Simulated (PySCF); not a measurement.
Gas-phase reaction: GeF₂ + 4 Cl → GeCl₂ + 2 ClF

Computed with PySCF and rigid-rotor harmonic-oscillator thermochemistry at 1 bar. † marks an energy on the PBE0/def2-TZVP geometry and frequencies; other levels use their own. CCSD(T) freezes the core. Open shells (unrestricted): Cl (multiplicity 2, electronic degeneracy 6); the rest are closed-shell singlets. Spin-orbit splitting is ignored; it lowers the true energy and changes the entropy of Cl. Ge: all electrons, no relativistic terms. CCSD(T) isn't extrapolated to the basis-set limit; its ΔH°(298 K) is -110.3 kJ in def2-SVP and -196.4 kJ in def2-TZVPP. The harmonic model lacks anharmonicity and excited electronic states, which grow with temperature; levels with a mode under 35 cm⁻¹ are left out.

| level | ΔE electronic, kJ | ΔH°(298 K), kJ | ΔS°(298 K), J/K | ΔG°(1000 K), kJ |
|---|---|---|---|---|
| CCSD(T)/def2-TZVPP† | -197 | -196 | -213 | 23 |
| PBE0/def2-SVP† | -220 | -220 | -213 | 0 |
| PBE0/def2-TZVP | -258 | -258 | -213 | -38 |
| ωB97M-V/def2-TZVP† | -261 | -261 | -213 | -42 |
| ωB97X-V/def2-TZVP† | -243 | -243 | -213 | -24 |
ΔH° is lowest at ωB97M-V/def2-TZVP† and highest at CCSD(T)/def2-TZVPP†. No reference value is set beside these.
